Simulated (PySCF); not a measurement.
# Frontier levels across methods

Compound: C4H5BCl2.
Cartesian coordinates in Å at the PBE0-D3(BJ)/def2-SVP level; atoms count from 1:
```xyz
12
C4H5BCl2 angstrom
B     -1.8566   -0.2922   -0.1437
C     -0.3707   -0.3349    0.3175
C      0.8279   -0.6056   -0.6531
C      1.4273    0.6523   -0.0833
Cl     2.8803    1.4649   -0.4349
C      0.4029    0.8849    0.7523
Cl     0.0308    2.1062    1.8746
H     -2.6353    0.4799    0.3641
H     -2.2581   -1.0992   -0.9503
H     -0.4214   -1.1045    1.1258
H      1.3914   -1.5312   -0.4575
H      0.5705   -0.5520   -1.7227
```

Basis pcSseg-1 throughout (PySCF), one geometry. The structure is a single PBE0-D3(BJ)/def2-SVP conformer in the gas phase; no vibrational or solvent corrections.

Question: How do the orbital energies, the gap and the dipole change with the method?

Answer: 
```json
{"method": "OPBE", "kind": "GGA", "HOMO (eV)": "-5.82", "LUMO (eV)": "-2.59", "gap (eV)": "3.24", "μ (D)": "1.90", "SCF cycles": "15"}
{"method": "BP86", "kind": "GGA", "HOMO (eV)": "-5.93", "LUMO (eV)": "-2.85", "gap (eV)": "3.08", "μ (D)": "1.88", "SCF cycles": "15"}
{"method": "B97-2", "kind": "global hybrid", "HOMO (eV)": "-6.72", "LUMO (eV)": "-1.75", "gap (eV)": "4.97", "μ (D)": "2.01", "SCF cycles": "14"}
{"method": "BHandHLYP", "kind": "global hybrid", "HOMO (eV)": "-7.93", "LUMO (eV)": "-0.73", "gap (eV)": "7.20", "μ (D)": "2.10", "SCF cycles": "12"}
{"method": "CAM-B3LYP", "kind": "range-separated hybrid", "HOMO (eV)": "-8.19", "LUMO (eV)": "-0.67", "gap (eV)": "7.52", "μ (D)": "2.01", "SCF cycles": "12"}
{"method": "wB97X-D", "kind": "range-separated hybrid", "HOMO (eV)": "-8.76", "LUMO (eV)": "0.14", "gap (eV)": "8.90", "μ (D)": "2.13", "SCF cycles": "13"}
{"method": "LC-wPBE", "kind": "range-separated hybrid", "HOMO (eV)": "-9.54", "LUMO (eV)": "0.57", "gap (eV)": "10.11", "μ (D)": "2.14", "SCF cycles": "13"}
```

The HOMO spans 3.72 eV, from OPBE down to LC-wPBE, and the gap runs from 3.08 eV (BP86) to 10.11 eV (LC-wPBE). Over the methods OPBE (0 %), BP86 (0 %), B97-2 (21 %), BHandHLYP (50 %), a straight line through the gap against the share of exact exchange rises by 0.81 eV for each 10 % (correlation coefficient 0.999). The dipole ranges from 1.88 D (BP86) to 2.14 D (LC-wPBE). This basis has no diffuse functions.
